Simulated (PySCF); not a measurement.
C2H6AlAs.
Geometry (PBE0-D3(BJ)/def2-SVP, Å), atoms numbered from 1 in this order:
```
atom  x, y, z in Å
C1     1.6865   -2.0723    0.2502
C2     1.4473   -0.8987    0.0047
Al3    1.0213    0.9544   -0.3781
As4   -1.5333    0.5462    0.0841
H5     1.9105   -3.1029    0.4635
H6     0.9290    1.3941   -1.9072
H7     1.3088    2.0309    0.7618
H8    -2.2258   -0.5158   -0.7339
H9    -1.8983    0.0262    1.4528
H10   -2.5955    1.6168   -0.0189
```

Method used: PBE0-D3(BJ)/def2-SVP geometry optimisation, gas phase (PySCF 2.14.0).

Q: Which atoms are bound to Al3, and at what distances?

A: 4 atoms: H6 1.594 Å, H7 1.594 Å, C2 1.940 Å, As4 2.628 Å. The nearest atom not counted as bound is C1, at 3.16 Å.

Q: List the angles at Al3.

A: 
| angle | degrees | distance of the outer atoms (Å) |
| --- | --- | --- |
| H6–Al3–H7 | 120.7 | 2.77 |
| C2–Al3–H6 | 117.8 | 3.03 |
| C2–Al3–H7 | 117.7 | 3.03 |
| As4–Al3–H6 | 98.9 | 3.28 |
| As4–Al3–H7 | 98.9 | 3.28 |
| C2–Al3–As4 | 91.7 | 3.31 |

Q: Describe the arrangement about Al3 in numbers.

A: Angles from 91.7° to 120.7°; τ4 = (360° − α − β)/141° = 0.86 with α and β the two widest (0 for a square, 1 for a tetrahedron).

Q: What are the other bond lengths?

A: C1≡C2 1.223 Å; C1–H5 1.076 Å; As4–H8, As4–H9, As4–H10 1.510 Å.

Q: Give some angles away from the centre.

A: C1–C2–Al3 178.6°.

Q: What are the rotational constants (commonest isotopes, rigid rotor)?

A: A = 5563, B = 1624, C = 1299 MHz: an asymmetric top.

Point group: Cs (every atom within 0.08 Å of its image). Charge 0, singlet. PBE0-D3(BJ)/def2-SVP frequencies: not computed here.
